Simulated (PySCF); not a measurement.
SiFClBr₂, SMILES F[Si](Cl)(Br)Br.

Geometry optimised at B3LYP-D3(BJ)/def2-SVP.

Computed with SMD-M06-2X/6-31G* in PySCF.

Solvation free energies are E(SMD) − E(gas) at the gas-phase geometry, for 1 M in both phases. Bromine has the revised SMD18 radius of 2.60 Å. In vacuum the dipole moment is 0.53 D.

Task: Estimate the solvation free energies in water, 1-octanol, methanol. (Estimate from the structure and the level; the computed values follow.)

Result: 
```json
[
 {"solvent": "water", "ΔG(solv) (kcal/mol)": "-0.3", "its non-electrostatic (CDS) part": "0.4", "dipole (D)": "0.60"},
 {"solvent": "1-octanol", "ΔG(solv) (kcal/mol)": "-4.5", "its non-electrostatic (CDS) part": "-3.9", "dipole (D)": "0.59"},
 {"solvent": "methanol", "ΔG(solv) (kcal/mol)": "-4.6", "its non-electrostatic (CDS) part": "-3.8", "dipole (D)": "0.59"}
]
```
